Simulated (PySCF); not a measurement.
**[Yb(NH2)2]+ at several levels of theory**

Computed with PySCF 2.14.0 (density fitting, no spin-orbit coupling) at the geometry relaxed with PBE0:

```xyz
7
[Yb(NH2)2]+ (singlet in the valence; each metal's 4f electrons, 13 of them, lie in its core potential, out of spins and levels)
Yb    0.0000    0.0000   -0.2625
N     1.6073    0.1620    0.9666
H     1.5303    0.1672    1.9862
H     2.6028    0.2548    0.7566
N    -1.6073   -0.1620    0.9666
H    -1.5303   -0.1672    1.9862
H    -2.6028   -0.2548    0.7566
```

```
level                                                 basis    state  HOMO (eV)  gap (eV)  charge on Yb1 (e)  population of f-type functions on Yb1 (polarisation alone where 4f lies in the core)  dipole about the centre of mass (D)  largest force component (eV/Å)
 PBE0     Yb lcecp-1-SVP with ECP59, N def2-SVP, H def2-SVP  singlet     -11.77      4.79               1.19                                                                                  0.04                                 2.77                            0.01
M06-L                                              the same  singlet     -10.53      3.82               1.28                                                                                  0.03                                 2.90                            0.31
 PBE0  Yb lcecp-1-TZVP with ECP59, N def2-TZVP, H def2-TZVP  singlet     -11.79      4.80               1.63                                                                                  0.04                                 3.02                            0.31
```

In the lcecp rows the 4f levels are missing from HOMO and gap, and the state counts the valence alone.

Charges are Mulliken's, which hang on the basis. The relaxation used the grid (50, 194), these runs (75, 302) or, all-electron (x2c bases, spin-free X2C Hamiltonian), (99, 590).

What does wB97X with Yb lcecp-1-SVP with ECP59, N def2-SVP, H def2-SVP give here?

state singlet, HOMO (eV) -14.17, gap (eV) 9.19, charge on Yb1 (e) 1.22, population of f-type functions on Yb1 (polarisation alone where 4f lies in the core) 0.04, dipole about the centre of mass (D) 3.15, largest force component (eV/Å) 0.11. Time: 4.2 s on 2 threads of Arm Neoverse V2 (shared host), from an already converged density.

In the first row's basis the gap widens with exact exchange: 3.8 eV for M06-L (none); 4.8 eV for PBE0 (a fixed share); 9.2 eV for wB97X (rising or full at long range).

An lcecp potential fixes the number of 4f electrons, so in runs with it no electron can move into or out of that shell.
